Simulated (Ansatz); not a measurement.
Geometry optimisation, RKS r2SCANh/6-31G* (Ansatz).

input.yaml

```yaml
crystal:
  periodic: [false, false, false]
  atoms:
    - { symbol: C, position_ang: [0.6084, -0.9063, 1.5078] }
    - { symbol: C, position_ang: [1.1949, -0.2701, 0.2741] }
    - { symbol: "N", position_ang: [2.4233, -0.0057, 0.2326] }
    - { symbol: Al, position_ang: [0.1622, 0.27, -1.2711] }
    - { symbol: O, position_ang: [-1.2805, -0.1219, -2.4566] }
    - { symbol: Si, position_ang: [-2.0255, 1.1937, -1.5719] }
    - { symbol: H, position_ang: [1.2705, -1.5939, 1.9755] }
    - { symbol: H, position_ang: [-0.3423, -1.3684, 1.2193] }
    - { symbol: H, position_ang: [0.3331, -0.0371, 2.2639] }
    - { symbol: H, position_ang: [3.0736, -0.2274, 1.0667] }
    - { symbol: H, position_ang: [-3.1698, 0.6625, -0.7688] }
    - { symbol: H, position_ang: [-2.1708, 2.3496, -2.4375] }
basis:
  gaussian: { orbitals: "6-31G*" }
hamiltonian:
  xc: r2scanh
relax:
  f_tol: 0.015
  max_steps: 40
```

Run as:

```bash
$ ansatz run input.yaml --threads 2 --pin off --max-ram 3072MiB --backend cpu --events-out ev --progress --plain --runs-dir out
```

Where does it end, and by what steps?

It converged. After 19 steps the energy has fallen by 1.907 eV; H8 moved furthest, 1.44 Å. Joined: N3–Al4.

```tsv
step	energy less start (eV)	largest force component (eV/Å)	accepted
0	0.0000	3.598	yes
1	-0.9046	1.405	yes
2	-1.0844	1.048	yes
3	-1.1983	1.034	yes
4	-1.3006	0.386	yes
5	-1.3579	0.283	yes
6	-1.3848	0.294	yes
7	-1.4080	1.124	yes
8	-1.4489	0.484	yes
9	-1.4806	0.645	yes
10	-1.5302	0.927	yes
11	-1.6216	1.101	yes
12	-1.7800	0.964	yes
13	-1.8118	1.937	yes
14	-1.8752	0.379	yes
15	-1.9033	0.126	yes
16	-1.8941	0.425	no
17	-1.9060	0.031	yes
18	-1.9064	0.032	yes
19	-1.9065	0.010	yes
```

```xyz
12
Properties=species:S:1:pos:R:3
C 1.036 -1.226 1.970
C 0.592 -0.418 0.812
N 1.386 0.108 -0.077
Al -0.427 0.524 -0.564
O -1.285 -0.074 -1.978
Si -1.938 1.500 -1.960
H 2.128 -1.317 2.036
H 0.593 -2.226 1.902
H 0.650 -0.786 2.896
H 2.405 -0.013 -0.031
H -3.422 1.561 -1.792
H -1.642 2.312 -3.180
```

Time of the run: 62 s on 2 threads of Intel(R) Xeon(R) 6975P-C (Granite Rapids) (shared host), peak memory 0.29 GiB.
